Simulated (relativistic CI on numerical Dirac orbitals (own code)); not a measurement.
**One change at a time: Ho56+**

Base calculation: Dirac-Coulomb-Breit CI, separate exchange-only KLI orbitals for each configuration, model QED, unscaled Slater integrals.

Configuration list (outside the closed core [Ne]): 3s, 3p, 3d, 4s, 4p, 4d, 4f, 5s, 5p, 5d, 5f, 5g, 6s, 6p, 6d. Levels of other configurations are missing.

Variants: (1) configuration mixing switched off. Shifts of the energy above 3s ²S1/2, in eV, for the lowest level and the first level of each name with at least 55 % of one term (blank where a level changes its place among those of its configuration and J or its character, or is not in the variant):

```
    Level     Base   Δ(1)
 3s ²S1/2     0.00   0.00
3p ²P°1/2   137.17  +0.02
3p ²P°3/2   371.41  -0.01
 3d ²D3/2   536.81  -0.01
 3d ²D5/2   590.35  -0.02
 4s ²S1/2  2555.75  -0.04
4p ²P°1/2  2612.49  -0.04
4p ²P°3/2  2708.26  -0.04
 4d ²D3/2  2771.00  -0.04
 4d ²D5/2  2794.17  -0.03
4f ²F°5/2  2827.35  -0.03
4f ²F°7/2  2837.46  -0.03
 5s ²S1/2  3693.45  -0.04
5p ²P°1/2  3721.97  -0.05
5p ²P°3/2  3770.13  -0.04
 5d ²D3/2  3800.83  -0.04
 5d ²D5/2  3812.78  -0.03
5f ²F°5/2  3829.20  -0.03
5f ²F°7/2  3834.39  -0.03
 5g ²G7/2  3836.66  -0.03
 5g ²G9/2  3839.74  -0.03
 6s ²S1/2  4296.77  -0.04
```

At this charge energies of transitions that change n are usually good to better than 1 %, and those within a shell (Δn = 0) to a few per cent.

Ionisation energy from the two ground configurations alone: base 5611.05 eV. The NIST ASD value (theoretical) is 5611 eV.
